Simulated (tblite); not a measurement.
Species: CH7N3Si.
Structure used (GFN2-xTB), in Å, numbered top down from 1:
```xyz
12
CH7N3Si angstrom
N     -2.087   -1.023    0.493
C     -1.247   -0.885   -0.434
Si     0.508   -0.153   -0.351
N      0.841    0.017    1.341
N      0.456    1.348   -1.190
H     -1.763   -0.683    1.401
H     -1.589   -1.239   -1.405
H      1.450   -0.987   -1.106
H      1.652    0.544    1.625
H      0.739   -0.786    1.942
H     -0.276    2.006   -0.977
H      1.317    1.840   -1.365
```

Level: GFN2-xTB in tblite, geometry and Hessian alike; calculated harmonic values, unscaled, isolated species. The method is semi-empirical: single wavenumbers can be off by several per cent or more. Modes of hydrogen on silicon can be 10 to 20 % off. One conformer, not necessarily the lowest.

Harmonic wavenumbers (cm⁻¹): 60.5, 145.2, 168.0, 196.1, 208.9, 257.3, 397.2, 489.0, 554.2, 582.5, 636.1, 679.6, 700.6, 781.3, 826.0, 867.7, 938.6, 1112.6, 1175.5, 1376.3, 1526.3, 1529.4, 1717.0, 2212.6, 2963.1, 3278.1, 3466.2, 3479.3, 3498.4, 3513.9.

A = 5528, B = 3019, C = 2281 MHz; mass 89.041 u (most abundant isotopes); point group C1, symmetry number 1.

Q: What is the zero-point energy?

A: Half the sum of the wavenumbers: 19669 cm⁻¹ = 235.29 kJ/mol.

Q: Give the ideal-gas entropy at 500 K and 1 bar in the rigid-rotor, harmonic-oscillator model (classical rotation).

A: Translation 175.59, rotation 117.48, vibration 141.72: S = 434.8 J/(mol K).

Q: And Cp and H(500 K) − H(0)?

A: Cp = 165.19 J/(mol K), of which vibrations give 131.93 (their classical limit is 30 R = 249.4); H(500 K) − H(0) = 53.34 kJ/mol without the zero-point energy, 36.71 from vibrations.

Q: Which modes carry the vibrational entropy at 500 K?

A: 60.5 cm⁻¹: 22.86; 145.2 cm⁻¹: 15.63; 168.0 cm⁻¹: 14.44; 196.1 cm⁻¹: 13.18; 208.9 cm⁻¹: 12.67; 257.3 cm⁻¹: 11.00 J/(mol K); the other 24 give 51.94 together.

Q: Blend soft modes into free rotors: weight 1/[1 + (100 cm⁻¹/ν̃)⁴] for the oscillator and the rest for a rotor with moment μB/(μ + B), μ = h/(8π²ν), B = 10⁻⁴⁴ kg m². What vibrational entropy results?

A: 134.78 J/(mol K) in place of 141.72, which changes −T·S at 500 K by +3.47 kJ/mol.

Q: What must be added to the electronic energy to get the Gibbs energy at 500 K and 1 bar?

A: ZPE + [H(500 K) − H(0)] − T·S = 235.29 + 53.34 − 217.40 = 71.23 kJ/mol.

Q: How do the functions run with temperature in this model?

A: 
```
 T (K)  S (J/(mol K))  Cp (J/(mol K))  H − H(0) (kJ/mol)  G − H(0) (kJ/mol)  ln q(vib)
   150          290.2            81.6               8.35             -35.18       1.77
   250          339.1           111.8              18.05             -66.72       3.62
298.15          359.9           124.7              23.75             -83.55       4.52
   400          399.9           147.7              37.67            -122.29       6.41
   600          466.2           179.1              70.58            -209.13       9.94
   900          544.9           208.8             129.11            -361.28      14.68
```

q(vib) and H(0) count from the zero-point level.

Hindered rotation and anharmonicity are outside this model. Other conformers, if any are populated, would add a mixing term that is left out. The structure is chiral; the term R ln 2 for an equal mix with its mirror image is left out.
